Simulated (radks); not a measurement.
Results of a calculation; reference values are marked as such.
Effect of the nuclear size on the indium ion In8+, [Kr] 4d5. Code: a radial shooting solver on a logarithmic mesh with Libxc functionals. Model: Dirac Kohn-Sham, relativistic LDA (MacDonald-Vosko exchange, VWN5 correlation), spin-unpolarised, spherical densities, finite nucleus; open shells fill j = l - 1/2 first; Fermi nuclear charge, rms radius 4.6156 fm. The rms radius is varied about that value; shifts are against it.

| rms radius (fm) | total energy shift (eV) | density at nucleus (e/bohr^3) | 1s1/2 shift (meV) | 2s1/2 shift (meV) | 4s1/2 shift (meV) | 4p1/2 shift (meV) | 4d5/2 shift (meV) | 5s1/2 (empty) shift (meV) |
|---|---|---|---|---|---|---|---|---|
| 4.131 | -0.715 | 1.756e+05 | -299 | -34.0 | -1.37 | 0.085 | 0.073 | -0.359 |
| 4.4494 | -0.253 | 1.737e+05 | -106 | -12.0 | -0.483 | 0.030 | 0.026 | -0.127 |
| 4.6156 | 0 | 1.728e+05 | 0.000 | 0.000 | 0.000 | 0.000 | 0.000 | 0.000 |
| 4.791 | 0.275 | 1.718e+05 | 115 | 13.1 | 0.526 | -0.033 | -0.028 | 0.138 |
| 5.728 | 1.89 | 1.674e+05 | 791 | 89.9 | 3.62 | -0.226 | -0.192 | 0.950 |

Slopes of the eigenvalues against <r^2> in GHz/fm^2, as finite differences over the two radii next to the reference (eigenvalue slopes, not the field-shift constants of lines): 1s1/2 16900, 2s1/2 1920, 4s1/2 77.3, 4p1/2 -4.83, 4d5/2 -4.10, 5s1/2 (empty) 20.3.
